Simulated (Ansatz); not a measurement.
CH5F2NOSi can be A, `NC(F)(F)O[SiH3]`, or B, `N[SiH2]C(O)(F)F`.

Program: Ansatz. Geometries: PBE0-D4/def2-TZVP. ΔE: electronic, gas phase. CBS: MP2 limit from def2 TZ/QZ plus the TZ coupled-cluster correction, frozen cores. Functionals use def2-TZVPP. One conformer a species, not always the lowest.

A:

Z-matrix (Å, degrees):
```
C
F 1 1.362
F 1 1.378 2 103.3
N 1 1.398 2 109.4 3 120.6
O 1 1.345 2 111.2 3 -116.8
H 4 1.011 1 111.3 2 -68.9
H 4 1.010 1 110.6 2 167.4
Si 5 1.672 1 125.4 2 35.6
H 8 1.481 5 110.3 1 -74.9
H 8 1.481 5 110.6 1 47.5
H 8 1.479 5 103.8 1 166.7
```

B:

```xyz
11

N     0.335   -1.833    0.537
Si    0.659   -0.537   -0.524
C    -0.228    1.113   -0.051
O    -1.575    0.974   -0.055
F     0.138    2.122   -0.907
F     0.185    1.555    1.183
H     0.755   -1.856    1.451
H    -0.573   -2.269    0.541
H     2.104   -0.218   -0.486
H     0.179   -0.870   -1.885
H    -1.978    1.817    0.196
```

(1) Which isomer does CCSD(T)/CBS put lower? Give the gap. (An estimate is asked.)

(2) Give E(B) − E(A) in kJ/mol with PBE-D4, CCSD(T)/def2-TZVPP, r2SCAN-D4, PBE0-D4, HF/def2-TZVPP, ωB97M-V, MP2/def2-TZVPP. (Estimate.)

Largest T1 diagnostic: 0.012.

Results:

(1) The calculation gave: A, by 32.8 kJ/mol.

(2) The calculation gave: PBE-D4 25.0, CCSD(T)/def2-TZVPP 39.3, r2SCAN-D4 36.8, PBE0-D4 33.2, HF/def2-TZVPP 56.7, ωB97M-V 35.4, MP2/def2-TZVPP 38.1. None reverses the order clearly.

In def2-TZVPP, CCSD(T) changes the Hartree–Fock value by −17.5 kJ/mol (the triples alone add −1.7 kJ/mol) and MP2 by −18.7 kJ/mol. From PBE to PBE0 (25 % exact exchange), in def2-TZVPP and without D4, E(B) − E(A) moves by +8.3 kJ/mol.
